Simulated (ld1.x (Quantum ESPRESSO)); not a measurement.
# Sn: one change to a TM potential, before and after

tin, norm-conserving Troullier–Martins (Kleinman–Bylander form), made with ld1.x (Quantum ESPRESSO) 7.5 (BLYP, scalar-relativistic). Core [Kr], reference 4d10 5s2 5p2. Waves: 5p (bound): rc 2.70 bohr; 4d (bound): rc 1.25 bohr; 5s (bound): rc 2.15 bohr. Local part: the s channel. Core correction: a·sin(br)/r model core inside 0.65 bohr.

All-electron outer shells of the reference configuration (BLYP, scalar-relativistic, ld1.x):

```
shell  level (eV)  outermost node (bohr)  outermost maximum (bohr)
   4s     -133.66                   0.40                      0.74
   4p      -89.43                   0.41                      0.79
   4d      -25.61                   0.39                      0.88
   5s      -10.47                   0.98                      2.01
   5p       -3.59                   1.09                      2.55
```

Change: wave 5s (bound): rc 2.15 bohr becomes 5s (bound): rc 1.38 bohr.

Cutoffs: the cutoffs (Ry, on a coarse ladder) from which the occupation-weighted sum of valence levels, in a spherical-Bessel basis at the reference potential, stays within 10 and 1 mRy of its value at 400 Ry; they do not see the model core or the augmentation charge, which bear on the density cutoff. Errors are all-electron minus pseudo energies relative to the spin-unpolarised reference configuration.

Q: How do hardness, ghosts and transferability respond?

A: The potential gets harder (100 Ry and 160 Ry → 110 Ry and 200 Ry); a bound ghost appears in p, s, which as a rule spoils a file; of the 7 tests that both files solve, the error grows in 3 and shrinks in 0 by more than 15 % and 0.3 meV (median size 1.5 → 2.8 meV); the range in which the s phases agree narrows (upper end 1.8 → -0.1). A smaller radius makes the pseudo-wave follow the all-electron one further in, where it bends more sharply, so more plane waves are needed. That the errors move this way runs against the usual rule that smaller radii transfer better.

| quantity | base | changed |
| --- | --- | --- |
| cutoff, loose | 100 Ry | 110 Ry |
| cutoff, tight | 160 Ry | 200 Ry |
| loose cutoff by channel (10 mRy a level) | p 6 Ry, d 80 Ry, s 10 Ry | p 10 Ry, d 80 Ry, s 90 Ry |
| bound ghosts | none | p, s (extra level of the local part) |
| error for 4d10 5s2 5p1, meV [ΔE 6.80 eV] | -1.5 | -2.2 |
| error for 4d10 5s2 5p0, meV [ΔE 20.78 eV] | -8.5 | -7.9 |
| error for 4d10 5s1 5p0, meV [ΔE 51.87 eV] | -29 | +43 |
| error for 4d10 5s2 5p2.3, meV [ΔE -0.82 eV] | +0.2 | +0.1 |
| error for 4d10 5s2 5p1.5, meV [ΔE 2.57 eV] | -0.6 | -0.8 |
| error for 4d10 5s1 5p2, meV [ΔE 14.46 eV] | -1.2 | +2.8 |
| error for 4d10 5s0 5p0, meV [ΔE 93.25 eV] | -89 | -83 |
| s: phases at 2.95 bohr within 0.05 rad from the reference energy up to (Ry; the scan ends near 5) | 1.8 | -0.1 |
| p: phases at 2.95 bohr within 0.05 rad from the reference energy up to (Ry; the scan ends near 5) | 2.7 | 3.3 |
| d: phases at 2.95 bohr within 0.05 rad from the reference energy up to (Ry; the scan ends near 5) | 0.2 | 0.4 |

 A true bound ghost makes a file unfit for plane-wave use even where its test errors are small: the radial tests pick states by their node count and pass the ghost by.
